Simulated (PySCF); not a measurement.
BH, SMILES [BH] (connectivity only; charge and spin as stated), neutral, multiplicity 1.

Geometry optimised at PBE0-D3(BJ)/def2-TZVPD.

All values below come from CAM-B3LYP/def2-TZVPD run with PySCF.

```json
{
  "total_energy": "-25.27198 hartree",
  "point_group": "C∞v",
  "highest_occupied_level": "-8.09 eV",
  "lowest_empty_level": "-1.20 eV",
  "orbital_gap": "6.89 eV",
  "dipole_moment": "1.60 D",
  "quadrupole, principal values (traceless, Buckingham form, about the centre of nuclear charge)": "-3.67, 1.83, 1.83 D·Å",
  "mean_static_polarisability": "23.1 bohr³ (3.42 Å³)",
  "polarisability_principal_values": "22.7, 22.7, 23.8 bohr³"
}
```
